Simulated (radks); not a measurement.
Sc, configuration [Ar] 3d2.5 4s0.5 (fractional occupations, a model configuration).

All-electron calculation, non-relativistic Kohn-Sham, PBEsol, spin-polarised, spherical densities, point nucleus; open shells are filled with parallel spins first. Program: a radial shooting solver on a logarithmic mesh with Libxc functionals.

Energy parts (Ry):
part                       energy
total                 -1518.85496
kinetic                1517.21338
electron-nucleus      -3603.67238
Hartree                 643.47653
exchange-correlation    -75.87250

Orbitals (lengths in bohr, moments of r in powers of bohr; r(max) is where P^2 peaks):
| orbital | occ. | eigenvalue (Ry) | <r^4> | <1/r> | r(max) | <r> |
|---|---|---|---|---|---|---|
| 1s down | 1 | -320.5361 | 0.0001359 | 20.51 | 0.04840 | 0.07366 |
| 1s up | 1 | -320.5356 | 0.0001359 | 20.51 | 0.04840 | 0.07366 |
| 2s up | 1 | -34.12154 | 0.03561 | 4.245 | 0.2862 | 0.3465 |
| 2s down | 1 | -34.09433 | 0.03550 | 4.247 | 0.2861 | 0.3463 |
| 2p up | 3 | -28.13467 | 0.02872 | 4.180 | 0.2332 | 0.3088 |
| 2p down | 3 | -28.11391 | 0.02859 | 4.182 | 0.2332 | 0.3086 |
| 3s up | 1 | -3.72119 | 3.152 | 1.281 | 0.9361 | 1.094 |
| 3s down | 1 | -3.62072 | 3.110 | 1.284 | 0.9353 | 1.091 |
| 3p up | 3 | -2.21421 | 5.158 | 1.150 | 0.9767 | 1.194 |
| 3p down | 3 | -2.10975 | 5.044 | 1.154 | 0.9752 | 1.189 |
| 4s up | 0.5 | -0.27169 | 539.2 | 0.3279 | 3.268 | 3.939 |
| 3d up | 2.5 | -0.09436 | 338.9 | 0.6205 | 1.180 | 2.541 |

The highest occupied level is 3d up at -1.284 eV. Summed over all electrons, <r^2> = 46.89 bohr^2, which gives a Langevin (diamagnetic) susceptibility term of -37.1 x 10^-6 cm^3/mol. The density falls to 0.001 e/bohr^3 at r = 4.65 bohr. The electron density at the nucleus is 6171 e/bohr^3. Virial ratio -V/T = 2.00108. Spin moment in Bohr magnetons: 3.

Run on one thread of a shared host, so times are rough (Arm Neoverse N1): 0.21 s of CPU time, 0.21 s wall, 16 iterations on 2669 mesh points.
